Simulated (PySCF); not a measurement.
Si(AsH2)(OH)3 (AsH5O3Si), SMILES O[Si](O)(O)[AsH2].

Geometry optimised at PBE0-D3(BJ)/def2-SVP. This is a generated structure with no PubChem entry under its InChIKey; it may be hypothetical. Other conformers were not sampled.

Method: PBE/def2-TZVP (PySCF).

Isolated molecule, no solvent.

Computed frontier levels, gap, dipole moment and polarisability:
```json
{
 "highest_occupied_level": "-6.29 eV",
 "lowest_empty_level": "-0.57 eV",
 "orbital_gap": "5.72 eV",
 "dipole_moment": "1.86 D",
 "quadrupole, principal values (traceless, Buckingham form, about the centre of nuclear charge)": "-4.03, 0.95, 3.08 D·Å",
 "mean_static_polarisability": "67.5 bohr³ (10.01 Å³)",
 "polarisability_principal_values": "61.4, 61.9, 79.2 bohr³"
}
```
